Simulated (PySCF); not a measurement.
Geometry:
```tsv
atom	x (Å)	y (Å)	z (Å)
C1	3.669	0.919	0.359
C2	2.668	0.262	0.450
C3	1.471	-0.479	0.544
C4	0.187	0.079	0.302
C5	-0.769	-0.883	0.470
O6	-2.106	-0.849	0.356
C7	-2.674	0.392	-0.010
S8	-0.008	-2.383	0.911
N9	1.494	-1.752	0.869
H10	4.549	1.485	0.286
H11	0.023	1.104	0.028
H12	-2.310	0.718	-0.988
H13	-2.449	1.162	0.735
H14	-3.748	0.225	-0.054
```

Geometry: GFN2-xTB; GIAO absolute shieldings from PySCF 2.14.0 with density-fitted response routines, gas phase, non-relativistic, averaged over equivalent atoms.

At PBE0/pcSseg-1 (185 basis functions, 34 s wall time on 1 thread of an Intel Xeon Platinum 8259CL, shared host):
```json
{"atoms": "C5", "σ (ppm)": "-10.8"}
{"atoms": "C3", "σ (ppm)": "36.6"}
{"atoms": "C4", "σ (ppm)": "78.9"}
{"atoms": "C1", "σ (ppm)": "101.2"}
{"atoms": "C2", "σ (ppm)": "103.3"}
{"atoms": "C7", "σ (ppm)": "126.7"}
{"atoms": "O6", "σ (ppm)": "225.4"}
{"atoms": "S8", "σ (ppm)": "152.6"}
{"atoms": "N9", "σ (ppm)": "-52.9"}
{"atoms": "H11", "σ (ppm)": "25.27"}
{"atoms": "H12/H13/H14", "σ (ppm)": "27.69"}
{"atoms": "H10", "σ (ppm)": "29.06"}
```

Predict the values at B97-D/pcSseg-1 on the same geometry.

Results:


| atoms | σ at B97-D/pcSseg-1 | change |
| --- | --- | --- |
| C5 | -8.1 | +2.7 |
| C3 | 39.2 | +2.6 |
| C4 | 78.3 | -0.6 |
| C1 | 103.7 | +2.5 |
| C2 | 101.4 | -1.9 |
| C7 | 120.6 | -6.1 |
| O6 | 212.5 | -12.9 |
| S8 | 145.4 | -7.2 |
| N9 | -40.2 | +12.7 |
| H11 | 25.51 | +0.24 |
| H12/H13/H14 | 27.79 | +0.10 |
| H10 | 29.30 | +0.24 |

The largest change is at O6 (ether oxygen). Cost: 185 basis functions, 58 s wall time on 1 thread of an Intel Xeon Platinum 8259CL, shared host. The order of the carbon signals changes between the two levels.
